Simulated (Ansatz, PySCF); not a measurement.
System: InBr₂, charge 0, multiplicity 2. SMILES: [In]([Br])[Br]
Structure (B3LYP-D3(BJ)/def2-TZVP (Ansatz, a program for electronic structure) minimum search):
```xyz
3

In     0.6282     0.3100     0.2149
Br    -0.7784     1.4524    -1.5685
Br    -0.1011    -1.8864     1.2676
```
Charge 0, spin multiplicity 2.

Unscaled harmonic wavenumbers (cm⁻¹) in rising order, each level at the stationary point that it reaches from this structure (no distance between atoms moves by over 0.3 Å); the order of modes can differ between levels, and a negative number is imaginary. B3LYP-D3(BJ)/def2-TZVP (PySCF, at the structure above): 51, 194, 234.

HF/3-21G (Ansatz): 69, 225, 265. Zero-point energy 0.8 against 0.7 kcal/mol.

HF/LANL2DZ (Ansatz): 62, 201, 239. Zero-point energy 0.7 against 0.7 kcal/mol.
